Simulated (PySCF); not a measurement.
C₄H₃S, SMILES s1ccc[c]1, multiplicity 2. The structure is a stationary point at B3LYP-D3(BJ)/def2-SVP. The isomer is the one that the SMILES or the coordinates give; other isomers of the formula were not compared.

Computed equilibrium geometry at B3LYP-D3(BJ)/def2-SVP (PySCF confirms it by a frequency run) as bond lengths and angles, and its point group:
point group Cs.
Atoms: C1 C2 C3 C4 S5 H6 H7 H8. Bonded distances (Å): C1–C2 1.359, C1–S5 1.714, C2–C3 1.441, C2–H6 1.090, C3–C4 1.372, C3–H7 1.092, C4–S5 1.747, C4–H8 1.089. Angles (°): C2–C1–S5 115.7, C1–C2–C3 109.5, C1–C2–H6 125.8, C3–C2–H6 124.7, C2–C3–C4 113.4, C2–C3–H7 123.3, C4–C3–H7 123.2, C3–C4–S5 111.7, C3–C4–H8 128.5, S5–C4–H8 119.8, C1–S5–C4 89.7.
Charge 0, spin multiplicity 2.
